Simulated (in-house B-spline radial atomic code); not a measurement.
Successive ionisation energies of rhenium; each step leads to the configuration of the next row (after the last: [Ar] 3d3/2(4) 3d5/2(3)). Dirac energy differences include first-order Breit, QED and recoil terms. NIST's values go from ground level to ground level; the uncertainty of those that are theory runs from under 0.1 % in few-electron ions to several per cent in heavy many-electron ones. Computed with a radial B-spline atomic code at the basis-set limit: Dirac-Hartree-Fock, jj configuration that fills j = l - 1/2 first, finite nuclei.

A number in brackets counts the electrons of a j subshell.

```
  ion           configuration  ionisation energy (eV)  tabulated value (eV)  computed minus tabulated (eV)  highest orbital  largest mean radius (bohr)
Re44+  [Ar] 3d10 4s2 4p1/2(1)                  2301.6                  2302                              0            4p1/2                     0.38776
Re45+           [Ar] 3d10 4s2                  2450.6                  2450                              1            4s1/2                     0.38607
Re46+           [Ar] 3d10 4s1                       ?                     ?                              ?                ?                           ?
Re47+               [Ar] 3d10                  4211.2                  4214                             -3            3d5/2                     0.19612
Re48+  [Ar] 3d3/2(4) 3d5/2(5)                       ?                     ?                              ?                ?                           ?
Re49+  [Ar] 3d3/2(4) 3d5/2(4)                  4472.6                  4468                              5            3d5/2                     0.19395
```

Fill in the row of Re46+.

ionisation energy (eV): 2513.4; tabulated value (eV): 2514.5; computed minus tabulated (eV): -1; highest orbital: 4s1/2; largest mean radius (bohr): 0.38403.

Fill in the row of Re48+.

ionisation energy (eV): 4341.1; tabulated value (eV): 4335; computed minus tabulated (eV): 6; highest orbital: 3d5/2; largest mean radius (bohr): 0.19503.

Where is the largest jump?

From Re46+ to Re47+, by a factor of 1.68 (2513.4 to 4211.2 eV); the highest orbital goes from 4s1/2 to 3d5/2.
